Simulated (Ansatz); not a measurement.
H4InNSi, relaxed with RKS PBE0-D4/def2-TZVP in Ansatz from a PBE-D4/def2-SVP geometry. The force threshold is 0.005 eV/Å; the program also tests the step.

Total charge 0; spin multiplicity 1. In: def2 effective core potential. The bonds changed during the relaxation, so this is another structure than the one it started from.

Start:

```xyz
7

N     0.204   -0.714   -0.695
Si   -0.175    0.669    0.289
In    0.637   -2.639    0.153
H     0.212   -0.568   -1.713
H    -1.556    1.250    0.074
H    -0.114    0.176    1.720
H     0.793    1.826    0.171
```

```
step  energy (eV)  largest force (eV/Å)  largest move (Å)
   1  -14603.6225                 0.527             0.000
   2  -14603.6571                 0.268             0.046
   3  -14603.6606                 0.085             0.009
   4  -14603.6608                 0.031             0.010
   5  -14603.6609                 0.010             0.005
   6  -14603.6609                 0.003             0.002
```

End:

```xyz
7

N     0.200   -0.700   -0.684
Si   -0.172    0.657    0.285
In    0.626   -2.589    0.150
H     0.209   -0.565   -1.688
H    -1.535    1.230    0.070
H    -0.112    0.169    1.700
H     0.785    1.798    0.167
```

Hardware: 2 threads of an Arm Neoverse V1 on a shared host. Wall time 21 s, peak host memory 0.3 GiB.
